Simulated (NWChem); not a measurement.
System meant: MoHO$_{3}$F; SMILES [O]=[Mo](=[O])([OH])[F]

Input file for NWChem:

```
start job
memory heap 200 mb stack 900 mb global 1100 mb
geometry units angstroms noautoz
  Mo     0.067195    -0.022249    -0.040565
  O      1.082587     0.022970    -1.361758
  O      1.019727    -0.152982     1.321659
  F     -0.932534     1.525124     0.041906
  O     -1.037376    -1.505706    -0.180232
  H     -1.199153    -2.186570     0.484397
end
basis spherical
  * library def2-svp
end
dft
  xc b3lyp
  iterations 150
  mulliken
end
task dft energy
```

End of the output:

```
             Northwest Computational Chemistry Package (NWChem) 7.3.0
             --------------------------------------------------------

 C1  symmetry detected

                             Geometry "geometry" -> ""
                             -------------------------

 Output coordinates in angstroms (scale by  1.889725989 to convert to a.u.)

  No.       Tag          Charge          X              Y              Z
 ---- ---------------- ---------- -------------- -------------- --------------
    1 Mo                  42.0000     0.04519799     0.00543959    -0.00512703
    2 O                    8.0000     1.09805857    -0.09723405    -1.29336588
    3 O                    8.0000     0.93766583    -0.18501367     1.39032676
    4 F                    9.0000    -0.78477041     1.65216353     0.00355935
    5 O                    8.0000    -1.20753221    -1.35559854    -0.14103472
    6 H                    1.0000    -1.46091957    -1.99516435     0.53589194

 Effective nuclear repulsion energy (a.u.)     509.6364698939

                                 NWChem DFT Module
                                 -----------------

 Summary of "ao basis" -> "ao basis" (spherical)
 ------------------------------------------------------------------------------
       Tag                 Description            Shells   Functions and Types
 ---------------- ------------------------------  ------  ---------------------
 Mo                         def2-svp                11       31   5s3p2d1f
 O                          def2-svp                 6       14   3s2p1d
 F                          def2-svp                 6       14   3s2p1d
 H                          def2-svp                 3        5   2s1p

            General Information
            -------------------
          SCF calculation type: DFT
          Wavefunction type:  closed shell.
          No. of atoms     :     6
          No. of electrons :    76
           Alpha electrons :    38
            Beta electrons :    38
          Charge           :     0
          Spin multiplicity:     1
          Use of symmetry is: off; symmetry adaption is: off
          Maximum number of iterations: 150
          AO basis - number of functions:    92
                     number of shells:    38
          Convergence on energy requested:  1.00D-06
          Convergence on density requested:  1.00D-05
          Convergence on gradient requested:  5.00D-04

              XC Information
              --------------
                         B3LYP Method XC Potential
                     Hartree-Fock (Exact) Exchange  0.200
                        Slater Exchange Functional  0.800 local
                    Becke 1988 Exchange Functional  0.720 non-local
              Lee-Yang-Parr Correlation Functional  0.810
                  VWN I RPA Correlation Functional  0.190 local

             Grid Information
             ----------------
          Grid used for XC integration:  medium
          Radial quadrature: Mura-Knowles
          Angular quadrature: Lebedev.
          Tag              B.-S. Rad. Rad. Pts. Rad. Cut. Ang. Pts.
          ---              ---------- --------- --------- ---------
          Mo                  1.45      123           9.0       590
          O                   0.60       49          10.0       434
          F                   0.50       49          10.0       434
          H                   0.35       45          10.0       434
          Grid pruning is: on
          Number of quadrature shells:   364
          Spatial weights used:  Erf1

      Superposition of Atomic Density Guess
      -------------------------------------

 Sum of atomic energies:       -1108.19208919

      Non-variational initial energy
      ------------------------------

 Total energy =   -1115.214574
 1-e energy   =   -2504.425365
 2-e energy   =     879.574322
 HOMO         =      -1.732604
 LUMO         =      -1.707796

     ---------------------------------------------
      Total Density - Mulliken Population Analysis
     ---------------------------------------------

    Atom       Charge   Shell Charges
 -----------   ------   -------------------------------------------------------
    1 Mo  42    43.19   2.01  2.06  2.17  0.01  0.01  6.09  6.50 -0.47 10.57 -0.07 14.33
    2 O    8     9.11   1.99  1.13  0.68  3.81  1.37  0.13
    3 O    8     9.19   1.99  1.15  0.75  3.78  1.40  0.12
    4 F    9     8.67   1.99  1.12  0.83  3.02  1.65  0.05
    5 O    8     5.71   1.99  0.93  0.93  1.21  0.62  0.03
    6 H    1     0.13   0.14 -0.02  0.00

   convergence    iter        energy       DeltaE   RMS-Dens  Diis-err
 ---------------- ----- ----------------- --------- --------- ---------
 d= 0,ls=0.0,diis     1  -1154.8209687411 -1.66D+03  1.84D-01  5.41D+01
 d= 0,ls=0.0,diis     2  -1125.2837625122  2.95D+01  1.67D-01  1.98D+02
 d= 0,ls=0.0,diis     3  -1159.9138026636 -3.46D+01  1.03D-01  5.83D+00
 d= 0,ls=0.0,diis     4  -1159.2486290533  6.65D-01  6.44D-02  1.17D+01
 d= 0,ls=0.0,diis     5  -1160.4892157214 -1.24D+00  1.51D-02  4.10D-01
  Resetting Diis
 d= 0,ls=0.0,diis     6  -1160.5033344125 -1.41D-02  8.00D-03  3.15D-01
 d= 0,ls=0.0,diis     7  -1160.5264374084 -2.31D-02  1.42D-02  5.12D-02
 d= 0,ls=0.0,diis     8  -1160.4635704652  6.29D-02  1.14D-02  6.68D-01
 d= 0,ls=0.0,diis     9  -1160.5311222851 -6.76D-02  1.32D-03  5.05D-03
 d= 0,ls=0.0,diis    10  -1160.5315907090 -4.68D-04  3.95D-04  5.76D-04
 d= 0,ls=0.0,diis    11  -1160.5316372685 -4.66D-05  1.48D-04  8.56D-05
 d= 0,ls=0.0,diis    12  -1160.5316445697 -7.30D-06  5.64D-05  1.30D-05
 d= 0,ls=0.0,diis    13  -1160.5316456773 -1.11D-06  1.94D-05  1.60D-06
 d= 0,ls=0.0,diis    14  -1160.5316458241 -1.47D-07  3.49D-06  1.22D-08

         Total DFT energy =    -1160.531645824148
      One electron energy =    -2735.745096104579
           Coulomb energy =     1132.293346634575
    Exchange-Corr. energy =      -66.716366248004
 Nuclear repulsion energy =      509.636469893861

 Numeric. integr. density =       75.999995385155

                       DFT Final Molecular Orbital Analysis
                       ------------------------------------

 Vector   36  Occ=2.000000D+00  E=-4.600379D-01
              MO Center=  5.9D-01, -7.9D-02, -5.5D-02, r^2= 3.2D+00
   Bfn.  Coefficient  Atom+Function         Bfn.  Coefficient  Atom+Function
  ----- ------------  ---------------      ----- ------------  ---------------
    36      0.425245  2 O  py                50     -0.364090  3 O  py
    39      0.297416  2 O  py                53     -0.249192  3 O  py
     3     -0.230807  1 Mo s                 65     -0.196423  4 F  pz
    26      0.191517  1 Mo f -2               2      0.181211  1 Mo s
    79     -0.181653  5 O  pz                49     -0.148982  3 O  px

[...]
```

Problem. Can this run be used? If not, why, and what is the fix?

Solution. The run ends normally but its numbers are meaningless: the def2 basis of a heavy element holds valence functions alone and wants its effective core potential (without it all electrons must fit into that basis). This input runs:
```
start job
memory heap 200 mb stack 900 mb global 1100 mb
geometry units angstroms noautoz
  Mo     0.067195    -0.022249    -0.040565
  O      1.082587     0.022970    -1.361758
  O      1.019727    -0.152982     1.321659
  F     -0.932534     1.525124     0.041906
  O     -1.037376    -1.505706    -0.180232
  H     -1.199153    -2.186570     0.484397
end
basis spherical
  * library def2-svp
end
ecp
  Mo library def2-ecp
end
dft
  xc b3lyp
  iterations 150
  mulliken
end
task dft energy
```
It converges to -394.25466 Ha (B3LYP/def2-SVP with def2 effective core potentials on Mo). The faulty run gave -1160.532 Ha, with all electrons squeezed into the valence basis.
